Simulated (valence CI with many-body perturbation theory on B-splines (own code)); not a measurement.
## Sensitivity of CI+MBPT for Se3+

Method: relativistic CI+MBPT: three valence electrons over a frozen Dirac-Fock core [Ar] 3d10, a basis of 6 s, 6 p, 5 d, 3 f, 1 g functions for each j, with the one-electron correlation potential Σ1, the two-electron term Σ2, the three-electron term Σ3, Breit, model QED; selected CI, second order for the rest (own B-spline code, finite nucleus).

Against 13 measured levels this calculation errs by 125 cm⁻¹ on average and by 242 at most. These come from a selection out of Moore, Atomic Energy Levels, vol. II, NSRDS-NBS 35 (1971 reprint of NBS Circular 467, 1952), an old analysis. Levels without a partner in it may be off by more.

The reference run has the lowest level 4s²4p ²P°_1/2 and an ionisation energy of 42.9425 eV. Its largest variational space holds 4405 state functions.

Changed runs:
A. shift of the energy in Σ1 (hartree) 0 → 0.4; scale of Σ1 1 → 0
B. Breit term on → off; QED terms on → off
C. shift of the energy in Σ1 (hartree) 0 → 0.4
D. scale of Σ2 1 → -1 (bad on purpose)

Excitation energies of the reference run in cm⁻¹, and shifts in cm⁻¹:

```tsv
Level	Reference	A	B	C	D
4s²4p ²P°_3/2	4362	-224	+77	+8.1	-48
4s4p² ⁴P_1/2	79045	-1771	+136	+44	-3618
4s4p² ⁴P_3/2	80791	-1865	+169	+48	-3644
4s4p² ⁴P_5/2	83228	-1981	+213	+52	-3638
4s4p² ²D_3/2	103970	-2284	+191	+117	-1565
4s4p² ²D_5/2	104464	-2315	+209	+118	-1557
4s4p² ²S_1/2	128723	-2410	+180	+94	+1620
4s4p² ²P_1/2	136214	-2524	+203	+99	+6879
4s4p² ²P_3/2	138449	-2609	+229	+104	+7190
4s²4d ²D_3/2	153205	-3505	+167	+376	+4124
4s²4d ²D_5/2	153597	-3526	+181	+377	+4121
4s²5s ²S_1/2	157162	-4095	+82	+318	+3028
Ionisation energy (eV)	42.9425	-0.6916	+0.0185	+0.0485	+0.4253
```
